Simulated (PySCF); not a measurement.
C3H6F2Si, SMILES C1([SiH3])[C@@H](F)[C@@H]1F.

Geometry: B3LYP-D3(BJ)/def2-SVP. The structure was generated by enumeration; whether it is a known compound was not checked.

Two levels are set side by side: PBE/def2-TZVP (PySCF) and M06-2X/def2-TZVP (PySCF). Same geometry, gas phase. Differences are taken from unrounded values.

| quantity | M06-2X |
|---|---|
| orbital gap (eV) | 10.87 |
| highest occupied level (eV) | -9.58 |
| lowest empty level (eV) | 1.30 |
| dipole moment (D) | 0.98 |
| mean polarisability (bohr³) | 60.2 |

**Question.** What does PBE give, and how far is it from M06-2X? (The exact figures need the calculation; the answer reports its results.)

**Answer.** 
| quantity | PBE | PBE minus M06-2X |
|---|---|---|
| orbital gap (eV) | 6.47 | -4.40 |
| highest occupied level (eV) | -6.77 | 2.80 |
| lowest empty level (eV) | -0.30 | -1.60 |
| dipole moment (D) | 0.82 | -0.17 |
| mean polarisability (bohr³) | 63.3 | 3.1 |

PBE's occupied levels lie high since its potential decays too fast outside the molecule; exact exchange lowers them and widens the gap. Loosely held outer electrons make PBE densities more polarisable. Differences between two approximate levels are no errors against the true value.

Rough cost on one machine, each run with all the roots and properties that it gave: M06-2X against PBE about 3 times.
